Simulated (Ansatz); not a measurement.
`C=[C](F)[InH2]` + HI → `[InH2][I]` + `C=CF` at 600 K and 1 bar (ligand exchange at the In–C bond).

Calculated with Ansatz (gas phase, PBE0-D4/def2-TZVP geometries, no zero-point term in ΔE). CBS: MP2 limit from def2 TZ/QZ plus the TZ coupled-cluster correction, frozen cores. Elements past krypton have def2 core potentials. For I, In outer-core shells are correlated without core-valence functions, which leaves a few kJ/mol of doubt a bond.

| species | CCSD(T)/CBS energy (Eh) | H − E (kJ/mol) | S (J/(mol·K)) |
| --- | --- | --- | --- |
| `C=[C](F)[InH2]` | -368.04636 | 171.2 | 409.1 |
| HI | -298.03592 | 31.6 | 227.0 |
| `[InH2][I]` | -488.48444 | 64.6 | 338.9 |
| `C=CF` | -177.66469 | 146.9 | 296.5 |

H − E and S are ideal-gas, rigid-rotor, harmonic terms from PBE0-D4/def2-TZVP. 1 Eh = 2625.50 kJ/mol, R = 8.31446 J/(mol·K).

Task: By hand: ΔE, ΔH, ΔS and ΔG.

Result: ΔE = (-488.48444) + (-177.66469) − (-368.04636) − (-298.03592) = -0.06685 Eh = -175.5 kJ/mol. Δ(H − E) = 64.6 + 146.9 − 171.2 − 31.6 = 8.7, so ΔH = -166.8 kJ/mol. ΔS = 338.9 + 296.5 − 409.1 − 227.0 = -0.7 J/(mol·K). ΔG = -166.8 − 600 × (-0.7)/1000 = -166.4 kJ/mol.

Task: By hand: the equilibrium constant, and the temperature at which ΔG would vanish if ΔH and ΔS stayed fixed.

Result: log₁₀ K = −ΔG/(RT ln 10) = 14.5. ΔG = 0 at ΔH/ΔS = 238286 K, far beyond where these terms or the molecules hold.

The number of gas molecules stays the same, so ΔS is small and ΔH decides. A doubt of 5 kJ/mol in ΔE shifts log₁₀ K by 0.4 here. These are equilibria of isolated gas molecules and say nothing of rates. Largest T1 diagnostic: 0.014 (customary marks: 0.02 for closed shells, 0.045 for open ones).
